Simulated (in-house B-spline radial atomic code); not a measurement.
## Cd VII (Cd6+): [Kr] 4d6

Level of theory: Dirac-Kohn-Sham LC-wPBE, spherical fractional occupations, Fermi nucleus of rms radius 4.6087 fm; calculated with an all-electron radial atomic-structure program (B-spline basis).

Screening seen three ways: the hydrogenic charge with the same mean radius, Z_r = [3n² - l(l+1)]/(2<r>), the one with the same energy, Z_e = n√(-2ε), and Slater's rules. Values are occupation-weighted means over j. An effective charge above Z reflects the relativistic contraction of the inner shells.

| shell | electrons | ε (eV) | <r> (bohr) | Z_r | Z_e | Slater |
| --- | --- | --- | --- | --- | --- | --- |
| 1s | 2 | -26613 | 0.0304 | 49.35 | 44.23 | 47.70 |
| 2s | 2 | -4039.8 | 0.1312 | 45.71 | 34.46 | 43.85 |
| 2p | 6 | -3639.3 | 0.1147 | 43.60 | 32.71 | 43.85 |
| 3s | 2 | -837.62 | 0.3577 | 37.74 | 23.54 | 36.75 |
| 3p | 6 | -705.64 | 0.3564 | 35.08 | 21.60 | 36.75 |
| 3d | 10 | -497.32 | 0.3342 | 31.42 | 18.14 | 26.85 |
| 4s | 2 | -205.36 | 0.8605 | 27.89 | 15.54 | 20.25 |
| 4p | 6 | -165 | 0.9231 | 24.92 | 13.93 | 20.25 |
| 4d | 6 | -100.37 | 1.08 | 19.45 | 10.86 | 10.25 |

The least bound orbital is 4d5/2 at -99.99 eV, and it is also the most diffuse (<r> = 1.083 bohr).

Spin-orbit splittings of the orbital energies (j = l + 1/2 above j = l - 1/2 when positive): 2p 192.4 eV, 3p 34.43 eV, 3d 7.004 eV, 4p 6.308 eV, 4d 0.9405 eV.

For the 1s electron the small component carries 3.1 % of the norm, the zero-frequency Breit interaction raises the level by 59.45 eV, self-energy by 33.39 eV, and vacuum polarisation lowers it by 4.258 eV.

The density falls to 0.001 bohr⁻³ at 2.586 bohr; Σ<r²> = 18.228 bohr² gives, by the non-relativistic formula and without the paramagnetism of open shells, a Langevin diamagnetic susceptibility of -14.44×10⁻⁶ cm³/mol.

Caution: exact exchange at fractional occupations of open shells leaves self-interaction of up to several eV.
